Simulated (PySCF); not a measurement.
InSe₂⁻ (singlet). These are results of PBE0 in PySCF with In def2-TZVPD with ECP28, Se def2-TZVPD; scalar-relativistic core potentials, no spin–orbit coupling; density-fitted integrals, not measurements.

Harmonic bands of its minimum:

```csv
ω (cm⁻¹),"IR (km/mol, summed over degenerate members)",degeneracy
79,10.3,2
228,0.0,1
350,71.5,1
```

Question: The central atom is In. Infer the point group and assign the bands.

Answer: D∞h. The modes span πu + σg+ + σu+: 79 πu, 228 σg+, 350 σu+. The computed geometry has In–Se 2.365 Å (×2); Se–In–Se 180.0°.

This need not be the most stable arrangement of these atoms. The lowest empty level of this anion is unbound, so it and the gap depend on the basis.
